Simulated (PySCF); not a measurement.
**A ladder of Hamiltonians for Tb⁶³⁺ (terbium, charge +63)**

Occupied: 1s1/2. Hartree-Fock calculated with PySCF 2.14 in an even-tempered Gaussian basis (19 s from 15 bohr⁻², ratio 2.3; 15 p from 18 bohr⁻², ratio 2.3), Gaussian nucleus throughout. NR is non-relativistic, sf-X2C the spin-free one-electron X2C Hamiltonian, X2C adds the bare one-electron spin-orbit term, X2C-SNSO screens it by Boettger's factors, DC is four-component Dirac-Coulomb, and the Gaunt and Breit terms are added at first order (total energies over the DC spinors, levels after relaxing the spinors in that mean field). QED terms are absent. Levels marked empty are virtual spinors of this ion.

```
Hamiltonian  E (hartree)  E − E(DC) (hartree)  CPU seconds
         NR   -4184.2684             264.3501         0.57
     sf-X2C   -4446.6896               1.9289         0.34
        X2C   -4446.6896               1.9289         0.35
   X2C-SNSO   -4446.6896               1.9289         0.34
         DC   -4448.6185               0.0000          6.6
   DC+Gaunt   -4444.7414               3.8771           11
   DC+Breit   -4444.7414               3.8771          100
```

**Question.** Give the 2p spin-orbit interval with each Hamiltonian that has one.

**Answer.** X2C 873.3; X2C-SNSO 858.7; DC 851.7; DC+Gaunt 839.3; DC+Breit 839.3 (eV).

```csv
level (eV),NR,sf-X2C,X2C,X2C-SNSO,DC,DC+Gaunt,DC+Breit
1s1/2,-56380.2,-59872.0,-59872.0,-59872.0,-59924.1,-59819.4,-59819.4
2s1/2 (empty),-13673.6,-14737.7,-14737.7,-14737.7,-14743.3,-14731.6,-14733.0
2p1/2 (empty),-13552.0,-13982.0,-14598.2,-14587.4,-14584.4,-14559.8,-14563.4
2p3/2 (empty),-13552.0,-13982.0,-13724.9,-13728.7,-13732.7,-13720.5,-13724.1
3s1/2 (empty),-6047.5,-6418.2,-6418.2,-6418.2,-6419.8,-6416.5,-6416.9
```

Weight of the small component: 1s1/2 0.0592, 2s1/2 0.0145, 2p1/2 0.0144, 2p3/2 0.0135, 3s1/2 0.00631.

Koopmans' value for the highest occupied level at DC+Breit: 59819.4 eV, against an ionisation energy of 59741.12 ± 0.09 eV (theoretical estimate listed by NIST; NIST Atomic Spectra Database, ionization energies); the former lacks relaxation, correlation, QED and recoil.

The whole ladder took 120 s of wall time on 1 thread of Neoverse-N1 (shared host), launched as `OMP_NUM_THREADS=1 python relrun2.py TASK.json OUT` (a driver that calls PySCF for each Hamiltonian).

Dirac-Coulomb iterations, started from the X2C spinors:

```
with_ssss True, with_gaunt False, with_breit False
light speed = 137.03599967994
init E= -4407.47529105505
cycle= 1 E= -4448.61832641325  delta_E= -41.1  |g|= 1.81  |ddm|= 0.0523
cycle= 2 E= -4448.61846944475  delta_E= -0.000143  |g|= 0.00357  |ddm|= 0.000192
cycle= 3 E= -4448.61846944588  delta_E= -1.14e-09  |g|= 6.09e-06  |ddm|= 1.15e-06
```
